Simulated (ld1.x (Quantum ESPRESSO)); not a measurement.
antimony, ultrasoft: configuration errors across variants

antimony (Sb), ultrasoft, made with ld1.x (Quantum ESPRESSO) 7.5 (PBEsol, scalar-relativistic). Core [Kr] 4d10, reference 5s2 5p3. Waves: 5s (bound): rcut 1.65, rcutus 2.10 bohr; 5s channel at -0.4 Ry: rcut 1.65, rcutus 2.10 bohr; 5p (bound): rcut 1.65, rcutus 1.95 bohr; 5p channel at 0.1 Ry: rcut 1.65, rcutus 1.95 bohr. Local part: all-electron potential smoothed inside 1.75 bohr (lloc = -1). Core correction: none. Augmentation charge: PSQ, inside the norm-conserving radii.

All-electron excitation energies from the reference (eV): (1) 5s2 5p2 8.344; (2) 5s2 5p1 24.356; (3) 5s2 5p0 48.800.

A true bound ghost makes a file unfit for plane-wave use even where its test errors are small: the radial tests pick states by their node count and pass the ghost by.

Errors AE − PS in meV (a dash: test not solved or not reliable):

```tsv
change	(1)	(2)	(3)	bound ghosts
base	-9.6	-30	-89	d
core correction a·sin(br)/r model core inside 0.92 bohr	-9.6	-67	-249	d
core correction a·sin(br)/r model core inside 1.58 bohr	-9.1	-63	-233	d
core correction a·sin(br)/r model core inside 1.98 bohr	-9.7	-66	-242	d
core correction a·sin(br)/r model core inside 2.22 bohr	-10	-65	-225	d
```

Task: Give the same row for: core correction a·sin(br)/r model core inside 1.28 bohr.

Result: -9.4, -65, -243; bound ghosts: d.
